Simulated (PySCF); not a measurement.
Species: C2H9OPSi.
Z-matrix (Å and degrees, PBE0-D3(BJ)/def2-SVP geometry), rows numbered from 1:
```
C 
C   1  1.5270
Si  2  1.8792  1  113.10
O   3  1.6720  2  111.74  1    55.65
P   3  2.2699  2  107.86  1   175.70
H   1  1.1014  2  111.39  3    62.26
H   1  1.1012  2  111.94  3  -177.39
H   1  1.1010  2  111.07  3   -56.87
H   2  1.1048  1  111.04  3  -121.92
H   2  1.1050  1  110.73  3   121.23
H   3  1.4911  2  110.53  1   -59.99
H   4  0.9617  3  116.38  2    66.53
H   5  1.4293  3   93.38  2    68.38
H   5  1.4276  3   94.21  2   162.63
```

The calculation used PySCF 2.14.0, PBE0-D3(BJ)/def2-SVP geometry optimisation, gas phase.

Take the most abundant isotopes and a rigid rotor. The values belong to one conformer with, in the numbering `[CH3:1][CH2:2][Si@@H:3]([OH:4])[PH2:5]`, C1–C2–Si3–O4 56°, C2–Si3–O4–H 67°, C2–Si3–P5–H 68° and 163°.

(1) What are A, B and C (MHz)?

(2) Classify the top.

(3) Is it planar, by Δ = Ic − Ia − Ib?

(4) Give the other two planar moments, Paa and Pbb, and the rms extents of the mass along the axes.

(5) Give the coordinates in the principal-axis frame, origin at the centre of mass.

(6) Which lines would a microwave search look for?

(7) Estimate the classical rotational partition function at 200 K, 298.15 K and 500 K.

## Answers

(1) Ia = 105.02, Ib = 298.87, Ic = 370.75 u·Å²; 505379 MHz·u·Å²/I gives A = 4812, B = 1691, C = 1363 MHz.

(2) An asymmetric top; Ray's κ = -0.810.

(3) Not planar: Δ = Ic − Ia − Ib = -33.14 u·Å². For a rigid frame Δ = −2 Σ m c², so Σ m c² = 16.57 u·Å² lies off the ab plane: 9.49 from hydrogen and 7.08 from heavier atoms. The atom farthest from that plane is 1.87 Å away.

(4) Paa = Σ m a² = (Ib + Ic − Ia)/2 = 282.30 and Pbb = Σ m b² = (Ia + Ic − Ib)/2 = 88.45 u·Å². With the mass M = 108.02 u, the rms extents √(P/M) along a, b and c are 1.62, 0.90, 0.39 Å.

(5) The sense of each axis is arbitrary; atoms in the order of the calculation.
```
atom  mass (u)   a (Å)   b (Å)   c (Å)
  C1    12.000  -2.755   0.537  -0.031
  C2    12.000  -1.308   0.973  -0.253
 Si3    27.977  -0.056  -0.266   0.401
  O4    15.995  -0.292  -1.788  -0.251
  P5    30.974   2.015   0.474  -0.160
  H6     1.008  -2.986   0.443   1.041
  H7     1.008  -3.471   1.254  -0.462
  H8     1.008  -2.947  -0.446  -0.489
  H9     1.008  -1.110   1.949   0.225
 H10     1.008  -1.106   1.125  -1.329
 H11     1.008  -0.233  -0.464   1.868
 H12     1.008  -0.129  -1.878  -1.195
 H13     1.008   1.947   1.593   0.727
 H14     1.008   2.684  -0.361   0.785
```

(6) The dipole components are |μa| = 0.60 D, |μb| = 0.76 D, |μc| = 0.59 D. Intensities carry the squares of the components, which stand as 0.62 : 1.00 : 0.60 (a : b : c). Some lines, for components of 0.1 D or more:

| type | branch | J(Ka,Kc) | MHz | lower level (cm⁻¹) |
| --- | --- | --- | --- | --- |
| a | Q | 1(1,0) ← 1(1,1) | 328 | 0.206 |
| a | Q | 2(1,1) ← 2(1,2) | 984 | 0.399 |
| c | Q | 2(1,2) ← 2(0,2) | 2818 | 0.305 |
| b | R | 2(0,2) ← 1(1,1) | 2962 | 0.206 |
| a | R | 1(0,1) ← 0(0,0) | 3054 | 0.000 |
| b | Q | 1(1,0) ← 1(0,1) | 3449 | 0.102 |
| b | Q | 2(1,1) ← 2(0,2) | 3802 | 0.305 |
| a | R | 2(0,2) ← 1(0,1) | 6084 | 0.102 |
| b | R | 1(1,1) ← 0(0,0) | 6175 | 0.000 |
| a | R | 2(1,1) ← 1(1,0) | 6436 | 0.217 |
| c | R | 1(1,0) ← 0(0,0) | 6503 | 0.000 |
| b | R | 2(1,2) ← 1(0,1) | 8902 | 0.102 |
| c | Q | 2(2,1) ← 2(1,1) | 9364 | 0.432 |
| b | Q | 2(2,0) ← 2(1,1) | 9389 | 0.432 |
| c | R | 2(1,1) ← 1(0,1) | 9885 | 0.102 |
| b | R | 2(2,1) ← 1(1,0) | 15800 | 0.217 |
| c | R | 2(2,0) ← 1(1,0) | 15824 | 0.217 |
| c | R | 2(2,1) ← 1(1,1) | 16128 | 0.206 |
| b | R | 2(2,0) ← 1(1,1) | 16152 | 0.206 |

(7) Point group C1, symmetry number σ = 1; q = (√π/σ)·√((kT/h)³/(ABC)), k/h = 20836.6 MHz/K: 143000 at 200 K, 261000 at 298.15 K, 566000 at 500 K.

Stationary, but not proved a minimum. These are rigid-rotor constants of the computed structure; measured ground-state constants (B0) also hold zero-point vibration. A rigid rotor knows nothing of internal rotation, which can split or shift real lines.
